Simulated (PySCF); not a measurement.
How methods differ on the ionisation energy of Ge

Ge [Ar] 3d10 4s2 4p2 (3P) → Ge+ [Ar] 3d10 4s2 4p1 (2P), as a difference of total energies. Computed with PySCF 2.14 in x2c-TZVPPall (6s5p4d1f, 48 functions), with the spin-free X2C one-electron Hamiltonian (Gaussian nucleus). Correlated levels: valence: [Ar] 3d10 frozen; valence and next inner shell: [Ne] frozen. The calculations carry no spin-orbit coupling.

Q: Order these methods by the ionisation energy they give, lowest first.
A. r2SCAN
B. UHF
C. MP2 (valence and next inner shell)
D. PBE

A: B (7.414 eV), C (7.848 eV), D (7.882 eV), A (8.054 eV).

Errors of the correlated levels include the incompleteness of this basis and the frozen core.

For comparison: 7.925 eV (measured; NIST levels, between the centres of gravity of the two terms).
